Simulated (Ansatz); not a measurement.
Breaking the As1–As2 bond in As2 (multiplicity 1 held). Energies count from the point at 2.104 Å.


R- and RO- levels are restricted; in cc, def2 and unpolarised 6-31G sets they are followed outwards from rest. Unrestricted levels (U-) break spin symmetry where that is lower. Active spaces are followed from rest. Curves can end on different states.

Correlated levels freeze the cores. Filled d and f shells under p-block atoms count as core.

The values were computed with Ansatz (a program for electronic structure). 

Energies in kcal/mol.

| R (Å) | R-HF/cc-pVDZ | U-SCS-MP2/cc-pVDZ | U-CCSD/cc-pVDZ | CASSCF(10,8)/cc-pVDZ | FIC-MRCISD+Q on CASSCF(10,8)/cc-pVDZ |
|---|---|---|---|---|---|
| 1.683 | 104.3 | 102.1 | 121.0 | 125.0 | 126.7 |
| 1.894 | 14.2 | 7.0 | 22.8 | 25.7 | 26.5 |
| 2.104 | 0.0 | 0.0 | 0.0 | 0.0 | 0.0 |
| 2.315 | 19.0 | 5.7 | 7.7 | 5.1 | 4.5 |
| 2.525 | 50.8 | 15.7 | 22.7 | 20.7 | 19.4 |
| 2.841 | 103.0 | 32.2 | 40.9 | 43.4 | 41.5 |
| 3.156 | 150.4 | 40.7 | 51.3 | 57.0 | 55.3 |
| 3.682 | 212.2 | 45.0 | 57.4 | 65.3 | 64.7 |
| 4.208 | 255.4 | 46.2 | 58.8 | 67.5 | 67.4 |
| 4.840 | 290.1 | 46.7 | 59.3 | 68.2 | 68.3 |
| 5.681 | 318.0 | 46.9 | 59.5 | 68.4 | 68.6 |
| 6.733 | 336.9 | 46.9 | 59.6 | 68.4 | 68.7 |
| 8.417 | 352.8 | 46.9 | 59.6 | 68.4 | 68.7 |

Doubts at one or more of the structures used: a restricted determinant that unrestricted orbitals would lower (R-HF/cc-pVDZ); a spin-contaminated determinant (U-SCS-MP2/cc-pVDZ, U-CCSD/cc-pVDZ); T1 above 0.05 (U-CCSD/cc-pVDZ); the program's own flag: large difference (U-CCSD/cc-pVDZ).
